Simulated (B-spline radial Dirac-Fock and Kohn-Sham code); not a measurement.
The computed values come from a radial B-spline solver: the Dirac equation of a negative muon with reduced mass in the field of a spherical finite nucleus, with the Uehling potential to all orders; nuclear polarisation, deformation, hyperfine structure, self-energy, higher-order vacuum polarisation, relativistic recoil and electron screening are left out. The nuclear charge is a Fermi distribution (skin thickness 2.3 fm).

Q: A muonic atom of atomic mass 165.93 u emits these computed lines: 2p3/2 → 1s1/2 4915 keV, 3d5/2 → 2p3/2 1775 keV, 4f7/2 → 3d5/2 642.3 keV, 5g9/2 → 4f7/2 295.6 keV. Which element is it, and what rms charge radius was used?

A: Erbium (Z = 68, nuclide ¹⁶⁶Er); the high transitions hardly feel the nucleus and fix Z. The 2p → 1s line lies 5700 keV below the value for a point nucleus without QED, which for this nuclear model gives a radius near 5.25 fm (5.2516 fm was used).
